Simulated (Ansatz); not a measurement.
Geometry optimisation, RKS B3LYP-D4/def2-SVP (Ansatz 0.2.0).

Input:

```yaml
crystal:
  periodic: [false, false, false]
  atoms:
    - { symbol: Ti, position_ang: [-0.026634, -0.207542, 0.041206] }
    - { symbol: F, position_ang: [0.007068, -0.086312, 1.832143] }
    - { symbol: O, position_ang: [1.542075, -0.772954, -0.505968] }
    - { symbol: Si, position_ang: [2.97701, -1.465683, -1.065113] }
    - { symbol: H, position_ang: [2.637587, -2.602815, -1.969235] }
    - { symbol: H, position_ang: [3.790871, -0.430924, -1.770747] }
    - { symbol: H, position_ang: [3.722564, -2.003111, 0.105668] }
    - { symbol: F, position_ang: [-0.329414, 1.353647, -0.676584] }
    - { symbol: F, position_ang: [-1.222913, -1.354153, -0.50233] }
    - { symbol: H, position_ang: [-2.594211, 0.451521, 1.227174] }
    - { symbol: H, position_ang: [-2.058103, 0.416026, 1.703285] }
basis:
  gaussian: { orbitals: def2-SVP }
hamiltonian:
  xc: b3lyp
  dispersion: d4
relax:
  f_tol: 0.03
  max_steps: 50
```

Launched with:

```bash
$ ansatz run input.yaml --threads 4 --pin off --max-ram 5120MiB --backend cpu --events-out ev --progress --plain --runs-dir out
```

**Question.** Where does it end, and by what steps?

**Answer.** The forces met the threshold. After 6 steps the energy has fallen by 0.113 eV; H11 moved furthest, 0.38 Å.

```csv
step,energy less start (eV),largest force component (eV/Å),accepted
0,0.0000,1.362,yes
1,-0.0945,0.580,yes
2,-0.1091,0.125,yes
3,-0.1118,0.082,yes
4,-0.1126,0.043,yes
5,-0.1127,0.104,yes
6,-0.1131,0.026,yes
```

```xyz
11
Properties=species:S:1:pos:R:3
Ti 0.058 -0.241 0.033
F 0.105 -0.120 1.776
O 1.608 -0.834 -0.546
Si 3.048 -1.502 -1.100
H 2.728 -2.614 -2.035
H 3.824 -0.445 -1.803
H 3.816 -2.016 0.066
F -0.254 1.329 -0.659
F -1.196 -1.350 -0.455
H -2.910 0.536 1.297
H -2.381 0.554 1.845
```

Whether the end is a true minimum wasn't checked by a vibrational analysis.

The run took 18 s on 4 threads of Arm Neoverse V2, on a shared host, peak memory 0.36 GiB.
